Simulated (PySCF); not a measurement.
BiCl₃, SMILES [Cl][Bi]([Cl])[Cl].

Coordinates come from a PBE0-D3(BJ)/def2-SVP optimisation. The isomer is the one that the SMILES or the coordinates give; other isomers of the formula were not compared. The def2 effective core potentials stand for the cores of Bi; spin–orbit coupling is left out.

Level of theory: C-PCM-B3LYP/def2-SVP (PySCF).

The values are the electrostatic part of the solvation free energy, E(continuum) − E(gas) at the gas-phase geometry, in a cavity of scaled van der Waals radii (PySCF's table); cavitation and dispersion terms are not included. A continuum can't describe solvent molecules that bind to the metal. In vacuum the orbital gap is 5.84 eV. The dipole moment in vacuum is 3.98 D.

```csv
solvent,ε,ΔG(elec) (kcal/mol),dipole (D),gap (eV)
water,78.36,-8.8,5.53,6.07
2-propanol,19.26,-8.3,5.45,6.06
chloroform,4.71,(withheld),(withheld),(withheld)
```

What belongs in the gaps? (The exact figures need the calculation; the answer reports its results.)


- chloroform, ΔG(elec) (kcal/mol): -6.6
- chloroform, dipole (D): 5.14
- chloroform, gap (eV): 6.01
